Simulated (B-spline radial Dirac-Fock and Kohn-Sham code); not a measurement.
Photoabsorption cross section of Gd²⁺ by shell

System: the Gd²⁺ ion, [Xe] 4f7 5d1.

Input file task.json (cfg lists n, l and occupation; rrms is the nuclear radius in fm):

```json
{"items": [{
  "Z": 64,
  "q": 2,
  "cfg": [[1, 0, 2], [2, 0, 2], [2, 1, 6], [3, 0, 2], [3, 1, 6], [3, 2, 10], [4, 0, 2], [4, 1, 6], [4, 2, 10], [4, 3, 7], [5, 0, 2], [5, 1, 6], [5, 2, 1]],
  "A": 158,
  "rrms": 5.1569,
  "do": ["binding", "quiet", "photo", "scan"],
  "hv": [60, 271.0, 396.0, 800, 815.0, 4000, 5414.7, 9251.7, 13600.0, 14200.0, 15000, 45700.0, 59318.2, 60600.0, 76900.0, 150000]
}]}
```

Command: `python xray_run.py task.json out`

Calculated with an atomic code on a B-spline grid, using a relativistic central-field model (Hartree-Slater potential of the initial state, Latter tail, multipole expansion of the photon field, Dirac-Fock thresholds).

Computed thresholds (eV): K 50263.2, L1 8408.0, L2 7957.3, L3 7269.6, M1 1912.9, M2 1718.7, M3 1575.3, M4 1244.0, M5 1213.6, N1 415.2, N2 338.3, N3 306.5, N4 178.6, N5 172.9, N6 28.08, N7 27.32, O1 72.82, O2 49.29, O3 44.87, O4 19.06, O5 18.83.

```
photon energy (eV)  total (b)  K (%)  L (%)  M (%)  N (%)  O (%)
                60  6.026e+06      –      –      –   67.7   32.3
               271  2.806e+06      –      –      –   93.9    6.1
               396  2.258e+06      –      –      –   95.0    5.0
               800     892600      –      –      –   95.0    5.0
               815     865100      –      –      –   95.0    5.0
              4000     166200      –      –   81.8   16.7    1.5
            5414.7      76970      –      –   81.3   17.0    1.7
            9251.7      84720      –   77.5   18.1    3.9    0.5
             13600      30950      –   78.0   17.6    3.9    0.5
             14200      27590      –   78.1   17.5    3.9    0.5
             15000      23840      –   78.1   17.5    3.9    0.5
             45700       1115      –   78.4   17.1    3.9    0.6
           59318.2       3043   82.4   13.8    3.0    0.7    0.1
             60600       2877   82.5   13.7    3.0    0.7    0.1
             76900       1525   83.2   13.2    2.9    0.7    0.1
            150000      242.7   84.2   12.4    2.7    0.6    0.1
```

Question: With what power of the photon energy does the total fall between 76900 and 150000 eV?

Answer: As E^-2.75. The non-relativistic Born limit for an s electron far above threshold is E^-3.5; near threshold and at relativistic energies the fall is slower.
